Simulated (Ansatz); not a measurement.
`SC[B]1[NH][AlH]1`. Total charge 0; spin multiplicity 1.

Cartesian coordinates in Å:
```
S -0.378 2.380 -0.484
C -0.135 0.652 -0.965
B 0.047 -0.243 0.303
N 0.268 -1.615 0.490
Al 0.214 -0.930 2.168
H -0.499 2.896 -1.719
H 0.751 0.556 -1.601
H -0.998 0.292 -1.535
H 0.358 -2.332 -0.221
H 0.373 -1.656 3.564
```

Problem. Give the diagnostics of a CCSD(T)/def2-TZVPP run (frozen core, Ansatz 0.2.0). (An estimate is asked.)

Solution. The calculation gave: T1 = 0.0129, largest single amplitude 0.022, largest double 0.057, (T) share of the correlation energy 4.4 %, 10 CCSD cycles. The RHF solution is stable towards an unrestricted one. T1 lies under the customary mark of 0.02 for closed shells.
